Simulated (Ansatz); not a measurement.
`CC(C)[SiH]` + HCl → `[SiH]Cl` + propane at 500 K and 1 bar (ligand exchange at the Si–C bond).

Calculated with Ansatz (gas phase, PBE0-D4/def2-TZVP geometries, no zero-point term in ΔE). CBS: MP2 limit from def2 TZ/QZ plus the TZ coupled-cluster correction, frozen cores. This one scheme is used for every species.

| species | CCSD(T)/CBS energy (Eh) | H − E (kJ/mol) | S (J/(mol·K)) |
| --- | --- | --- | --- |
| `CC(C)[SiH]` | -407.98328 | 303.7 | 367.5 |
| HCl | -460.38127 | 32.5 | 201.9 |
| `[SiH]Cl` | -749.43948 | 39.6 | 274.0 |
| `CCC` | -118.98051 | 304.1 | 314.1 |

H − E and S are ideal-gas, rigid-rotor, harmonic terms from PBE0-D4/def2-TZVP, for one conformer and one mirror image of each species. 1 Eh = 2625.50 kJ/mol, R = 8.31446 J/(mol·K).

By hand: ΔE, ΔH, ΔS and ΔG.

ΔE = (-749.43948) + (-118.98051) − (-407.98328) − (-460.38127) = -0.05544 Eh = -145.6 kJ/mol. Δ(H − E) = 39.6 + 304.1 − 303.7 − 32.5 = 7.5, so ΔH = -138.1 kJ/mol. ΔS = 274.0 + 314.1 − 367.5 − 201.9 = 18.7 J/(mol·K). ΔG = -138.1 − 500 × (18.7)/1000 = -147.4 kJ/mol.

By hand: the equilibrium constant, and the temperature at which ΔG would vanish if ΔH and ΔS stayed fixed.

log₁₀ K = −ΔG/(RT ln 10) = 15.4. ΔH and −TΔS have one sign here, so there is no such temperature.

ΔH outweighs TΔS. A doubt of 5 kJ/mol in ΔE shifts log₁₀ K by 0.5 here. Other conformers and mirror images would add mixing entropy, several J/(mol·K) or more a flexible species. These are equilibria of isolated gas molecules and say nothing of rates. Largest T1 diagnostic: 0.013 (customary marks: 0.02 for closed shells, 0.045 for open ones).
